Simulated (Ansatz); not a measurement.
Correlation energies of CH6NSbSi, SMILES `[CH2]1N[SiH2][SbH]1` by basis set

```xyz
10

C    -0.1696    1.1509    0.5021
N    -0.7250    0.3201   -0.5499
Si    0.2566   -1.0568   -0.8528
Sb    1.6267   -0.0228    1.0555
H    -0.8254    1.2666    1.3697
H     0.1441    2.1419    0.1583
H    -1.5513    0.6460   -1.0262
H    -0.3990   -2.3807   -0.6481
H     0.8816   -1.1092   -2.2083
H     0.7613   -0.9559    2.1998
```

The species carries charge 0 and has multiplicity 1. Correlated methods include outer-core shells of Sb, which these sets cover unevenly. Sb takes the def2 core potential. Geometry: relaxed with PBE0-D4/def2-TZVP. Frozen core, restricted reference, the Gaussian-basis code of Ansatz.

```json
{"basis": "def2-SVP", "HF (Eh)": "-623.81504", "MP2 corr.": "-0.52271", "CCSD corr.": "-0.57272", "(T)": "-0.01880", "CCSD(T) total": "-624.40656"}
{"basis": "def2-TZVPP", "HF (Eh)": "-624.03946", "MP2 corr.": "-0.85689", "CCSD corr.": "-0.88173", "(T)": "-0.03407", "CCSD(T) total": "-624.95526"}
{"basis": "def2-QZVPP", "HF (Eh)": "-624.05494", "MP2 corr.": "-1.13155", "CCSD corr.": "–", "(T)": "–", "CCSD(T) total": "–"}
```
